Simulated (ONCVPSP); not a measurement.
**Pseudopotential generation for tin: ONCV, PBE, scalar-relativistic.**

ONCVPSP 4.0.1 input, shortened (lines: element, Z, core and valence counts, functional; n l f; lmax; l rc ep ncon nbas qcut; lloc lpopt rc5 dvloc0; l nproj debl; icmod fcfact rcfact), PBE, scalar-relativistic:

```
  Sn 50.00    9    2        4      upf
    1    0    2.00
    2    0    2.00
    2    1    6.00
    3    0    2.00
    3    1    6.00
    3    2   10.00
    4    0    2.00
    4    1    6.00
    4    2   10.00
    5    0    1.00
    5    1    3.00
    2
    0    2.20    0.00    4    7    2.60
    1    2.10    0.00    3    8    3.60
    2    2.05    0.14    3    6    4.90
    4    5    1.35   -1.00
    0    2    2.50
    1    1    0.60
    2    2    3.40
    3    5.00    1.75
```

All-electron outer shells of the reference configuration (PBE, scalar-relativistic, ld1.x):

| shell | level (eV) | outermost node (bohr) | outermost maximum (bohr) |
| --- | --- | --- | --- |
| 4p | -91.24 | 0.41 | 0.79 |
| 4d | -27.32 | 0.39 | 0.88 |
| 5s | -11.41 | 0.98 | 1.99 |
| 5p | -4.32 | 1.09 | 2.52 |

Calculated quality:

* Cutoffs needed: 19 Ha and 25 Ha (the cutoffs (Ha) at which the residual kinetic energy of the hardest occupied pseudo-wave falls to 1 and 0.1 mHa per electron) The cutoffs count occupied waves only; projector 2 of the d channel, the hardest unoccupied one, needs 62 Ha at the loose tolerance.
* Ghost test: ghosts flagged at negative energy: s at -32.8 eV, p at -22.2 eV; no localised positive-energy state flagged; a true bound ghost makes a file unfit for plane-wave use
* Largest excitation error: -536 meV (all-electron minus pseudo) for 5s2 5p0, out of 4 test configurations
* rms error of d²Exc/dni dnj: 8.78 mHa without and 6.49 mHa with the model core

Generation and tests took about 3.7 s on one core of a shared server CPU.
